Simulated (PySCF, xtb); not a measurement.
Be(Cl)(Et) (C₂H₅BeCl), SMILES C[CH2][Be][Cl].

GFN2-xTB run with xtb at its own geometry gives an orbital gap of 5.33 eV and a dipole moment of 0.98 D.

Geometry: TPSSh-D3(BJ)/def2-SVP. The values are those of a single conformer.

Question: What does ωB97X/def2-TZVPD run with PySCF give? (Estimate from the structure and the level; the computed values follow.)

Answer: gap 11.92 eV (levels -10.63 and 1.29 eV), dipole 1.37 D.
